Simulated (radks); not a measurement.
Ionisation of neutral potassium, [Ar] 4s1, to [Ar] as the strength of local exchange is varied. Method: scalar-relativistic Kohn-Sham, Slater X-alpha exchange (alpha = 2/3 is LDA exchange), no correlation, spin-unpolarised, spherical densities, finite nucleus; Fermi nuclear charge, rms radius 3.4349 fm; computed with a radial shooting solver on a logarithmic mesh with Libxc functionals.

alpha,E(K) (hartree),exchange (hartree),IE (eV),-e of the level emptied (eV),<r> of it (bohr)
0.553,-593.92130,-24.90730,3.355,1.431 (4s),5.465
0.643,-597.98816,-29.13042,3.643,1.691 (4s),5.230
0.667,-599.07666,-30.26456,3.722,1.763 (4s),5.172
0.773,-603.90438,-35.31380,4.080,2.097 (4s),4.932
0.804,-605.32247,-36.80282,4.187,2.199 (4s),4.867
0.962,-612.59379,-44.47874,4.759,2.751 (4s),4.565

NIST Atomic Spectra Database: 4.341 eV (measured). The Delta-SCF value meets it near alpha = 0.85. Spin polarisation and multiplet splitting are left out, so open shells lie too high by an amount that depends on their filling.

Beside tabulated values, note that spin-unpolarised runs miss the spin-polarisation part of the exchange energy of open shells.
